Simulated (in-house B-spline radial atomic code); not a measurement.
The numbers below are computed, except where a source is named.
**Extrapolating the RPA correlation energy in partial waves: Sb³⁺**

All-electron RPA on Hartree-Fock orbitals from an all-electron radial atomic-structure program (B-spline basis), scalar-relativistic (spin-free one-electron X2C), finite nucleus, configuration [Kr] 4d10 5s2. With empty states up to angular momentum L the sums are:

| L | E_c(L) (hartree) |
| --- | --- |
| 4 | -2.974175 |
| 5 | -3.228599 |
| 6 | -3.355176 |
| 7 | -3.423518 |
| 8 | -3.461066 |

For large l each further wave adds A/(l + 1/2)⁴, because the basis must build the cusp where two electrons meet.

**Question.** Estimate the limit from L = 7 and L = 8.

**Answer.** Wave 8 adds -0.037548, against a sum of (l + 1/2)⁻⁴ of 1.91569e-04, so A = -196. The sum over l > 8 is ζ(4, 9.5) = 4.5445e-04, close to 1/(3 × 9³) = 4.5725e-04. The tail is -0.089074 and the limit -3.55014 hartree.

**Question.** How good is the estimate?

**Answer.** A run to L = 11 sums to -3.50654 and extrapolates to -3.53746 hartree, 2.31 millihartree from the run before, so it has not settled and is itself too deep. The estimate differs from that by -12.68 millihartree, while the bare sum at L = 8 misses 76.4 millihartree (2.2 %).
